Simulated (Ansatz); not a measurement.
Z-matrix (Å, degrees):
```
C
C 1 1.3971
C 2 1.3865 1 118.15
H 2 1.0906 3 120.45 1 179.96
C 3 1.4092 2 121.10 4 179.95
C 5 1.3817 3 120.54 2 0.01
H 5 1.0920 6 120.08 3 179.97
H 6 1.0922 5 120.38 7 -0.03
C 6 1.4073 8 119.85 5 -180.00
C 9 1.4348 6 129.64 8 0.01
C 10 1.3610 9 112.40 6 -180.00
H 11 1.0898 10 127.38 9 180.00
H 10 1.0905 11 123.67 12 0.01
C 3 1.5021 2 120.47 4 -0.17
F 14 1.3354 3 112.25 2 1.03
F 14 1.3385 15 107.43 3 -122.80
F 14 1.3385 15 107.41 16 -114.42
S 11 1.7306 12 119.18 10 -179.95
```
Charge 0, spin multiplicity 1.

The numbers are results of frozen-core CCSD(T)/cc-pVDZ // PBE0-D3(BJ)/def2-SVP (Ansatz, a first-principles code), not measurements. The restricted HF reference is unstable towards unrestricted orbitals.

```yaml
HF energy: -1039.62855 Ha
MP2 correlation energy: -1.84855 Ha
```

**Question.** Estimate the CCSD correlation energy, the (T) correction, the total energy and the T1 diagnostic.

**Answer.** 
The CCSD correlation energy is -1.89362 Ha and the (T) correction is -0.07297 Ha. The CCSD(T) total energy is -1041.59514 Ha and the T1 diagnostic comes out as 0.012.
